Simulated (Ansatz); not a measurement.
System: TeF₂, charge -1, multiplicity 2. 
Coordinates optimised at B3LYP-D3(BJ)/def2-TZVP (Ansatz, a quantum-chemistry and plane-wave program):
```
Te
F 1 2.1067
F 1 2.1067 2 180.00
```
Charge -1, spin multiplicity 2.

Parts of the frozen-core correlation energy in def2-SVPD (Ansatz, hartree). Frozen orbitals: 11; correlated occupied orbitals by spin: 11 and 10; virtual: 59 and 60. Open shells are spin-unrestricted. Spin-orbit coupling is left out. Past Kr the def2 sets carry scalar-relativistic core potentials.

```tsv
term	value
reference (HF)	-465.77052
MP2 opposite-spin	-0.37110
MP2 same-spin	___
CCSD correlation	___
(T)	___
T1 diagnostic	0.022
largest doubles amplitude	0.049
<S^2> of the reference	0.760
```

Task: Complete the blanks.

Result: 
- MP2 same-spin, value: -0.14289
- CCSD correlation, value: -0.52255
- (T), value: -0.01492
